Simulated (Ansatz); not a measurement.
Computed with Ansatz.

A structure relaxed at PBE0-D4/def2-TZVP, charge 0, multiplicity 1:

```xyz
7

F    -0.2261    1.7069   -0.9833
C    -0.2692    0.4002   -0.6805
Br   -1.4822   -0.4781   -1.9048
O     0.9942   -0.1785   -0.6190
Si    0.2640   -0.3104    0.9039
H     0.8596    0.5259    1.9635
H    -0.1403   -1.6662    1.3203
```

**Question.** Give its formula and SMILES.

**Answer.** CH2BrFOSi, `FC1(Br)O[SiH2]1`.

**Question.** Summarise the bond lengths by kind.

**Answer.** 1 × C–F 1.342 Å; 1 × Br–C 1.934 Å; 1 × C–O 1.391 Å; 1 × C–Si 1.816 Å; 1 × O–Si 1.694 Å; 2 × H–Si 1.475 Å.
